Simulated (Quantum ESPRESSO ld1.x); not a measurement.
Q: These are the eigenvalues of the occupied orbitals of an atom or ion with whole-number occupations (eV). Calculated with ld1.x of Quantum ESPRESSO 7.5: Dirac Kohn-Sham, PBE, spin-unpolarised, spherical densities, point nucleus.

orbital  eigenvalue
1s1/2    -31634.372
2s1/2     -4873.913
2p1/2     -4568.044
2p3/2     -4293.581
3s1/2      -991.864
3p1/2      -866.212
3p3/2      -815.002
3d3/2      -593.612
3d5/2      -582.896
4s1/2      -188.672
4p1/2      -145.031
4p3/2      -134.979
4d3/2       -64.650
4d5/2       -63.049
5s1/2       -27.726
5p1/2       -17.381
5p3/2       -16.177

Which element is it, and in what charge state? The configuration may be excited. Open shells, if any, are shared by 2j + 1.

A: Z = 52, tellurium, charge +1: Te+ in [Kr] 4d8 5s2 5p5. The list shows which subshells hold electrons but not how many an open one holds; the 1s level, -1162.5 hartree, gives Z - s = 48.2 by -(Z - s)^2/2, which with screening and relativity narrows Z to a few neighbours, and the depths of the outer levels then fix element, charge and occupations together.
